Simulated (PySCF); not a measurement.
Geometry:
| atom | x (Å) | y (Å) | z (Å) |
| --- | --- | --- | --- |
| C1 | 2.078 | 0.710 | 0.894 |
| C2 | 1.425 | -0.545 | 0.368 |
| C3 | 0.978 | -0.610 | -1.079 |
| C4 | -0.014 | -0.540 | 0.019 |
| C5 | -1.247 | -1.257 | 0.419 |
| C6 | -1.219 | 0.257 | 0.340 |
| C7 | -1.977 | 0.959 | -0.760 |
| H8 | 1.612 | 1.589 | 0.455 |
| H9 | 1.973 | 0.767 | 1.976 |
| H10 | 3.140 | 0.722 | 0.652 |
| H11 | 1.829 | -1.459 | 0.791 |
| H12 | 1.098 | -1.540 | -1.617 |
| H13 | 1.124 | 0.269 | -1.691 |
| H14 | -1.284 | -1.723 | 1.394 |
| H15 | -1.800 | -1.794 | -0.339 |
| H16 | -1.222 | 0.792 | 1.284 |
| H17 | -1.907 | 0.394 | -1.687 |
| H18 | -1.568 | 1.954 | -0.931 |
| H19 | -3.028 | 1.063 | -0.495 |

PySCF 2.14.0 with density-fitted response routines calculation with coordinates at the GFN2-xTB level and GIAO PBE0/pcSseg-1 shieldings; one computed conformer, no relativistic terms, isolated molecule, averaged over atoms made equivalent by symmetry, fast rotation or ring inversion.

Scale: $^{13}$C (σ = 186.93 ppm), $^{1}$H (σ = 31.72 ppm) vs TMS (reference shieldings calculated alike).

```
      atoms   nucleus  count  δ (ppm)
        H13   $^{1}$H      1     0.33
         C4  $^{13}$C      1        ?
         C2  $^{13}$C      1     17.3
  H8/H9/H10   $^{1}$H      3     1.11
        H14   $^{1}$H      1     0.86
        H12   $^{1}$H      1        ?
        H15   $^{1}$H      1        ?
        H11   $^{1}$H      1        ?
         C5  $^{13}$C      1     16.1
H17/H18/H19   $^{1}$H      3     1.15
        H16   $^{1}$H      1        ?
         C7  $^{13}$C      1     20.2
         C1  $^{13}$C      1     19.5
         C6  $^{13}$C      1     14.3
         C3  $^{13}$C      1     13.4
```

Problem. Fill in the missing shifts.

Solution. 
- C4: 23.7 ppm, three-membered-ring carbon; carbons of three-membered rings are unusually shielded
- H16: 1.13 ppm, hydrogen on a three-membered-ring carbon; cyclopropane-type protons are shielded by the ring
- H11: 1.09 ppm, hydrogen on a three-membered-ring carbon; cyclopropane-type protons are shielded by the ring
- H12: 0.78 ppm, hydrogen on a three-membered-ring carbon; cyclopropane-type protons are shielded by the ring
- H15: 0.35 ppm, hydrogen on a three-membered-ring carbon; cyclopropane-type protons are shielded by the ring

Shifts are as computed. Against solution values, carbons near 30 ppm lie about +3 ppm off and those near 130 ppm about +5 ppm. Of 1211 compounds with measured shifts, 218 miss one by over three times the rms of a fit or turn the order of signals round; such compounds aren't used in these exercises.
